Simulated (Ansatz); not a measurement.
```yaml
crystal:
  periodic: [false, false, false]
  atoms:
    - {symbol: C, position_ang: [-1.559926, -1.789233, -0.187759]}
    - {symbol: N, position_ang: [-0.664807, -0.513835, 0.369167]}
    - {symbol: Mo, position_ang: [-0.093194, 0.770294, 0.043323]}
    - {symbol: C, position_ang: [1.673374, 1.266009, -0.402251]}
    - {symbol: O, position_ang: [-0.856056, 1.769651, -1.313241]}
    - {symbol: Cl, position_ang: [-0.866758, 2.305798, 1.656899]}
    - {symbol: H, position_ang: [-2.065330, -2.344218, 0.728642]}
    - {symbol: H, position_ang: [-0.614506, -2.579672, -0.341221]}
    - {symbol: H, position_ang: [-1.712073, -1.764385, -1.096131]}
    - {symbol: H, position_ang: [1.907575, 1.877784, -0.088182]}
    - {symbol: H, position_ang: [2.670915, 0.747787, 1.011673]}
    - {symbol: H, position_ang: [2.124722, 0.322975, -0.975823]}
basis:
  gaussian: {orbitals: def2-SVPD, fitting: {mean_field: cc-pVTZ-jkfit}}
magnetization: {spin_polarized: true, initial_magnetization: 2}
hamiltonian: {xc: {name: CAM-B3LYP}, dispersion: d3bj}
output: {forces: true}
```

```sh
$ ansatz run in.yaml --threads 4 --pin off --events-out ev --progress --plain --max-ram 11315MiB
```

(1) How does Ansatz answer? (Best estimate.)

Results:

(1) The calculation gave: The input was rejected before any iteration.
```
Functional definition: CAM-B3LYP
Error: <dir> the basis set cc-pVTZ-JKFIT has no functions for Mo
```
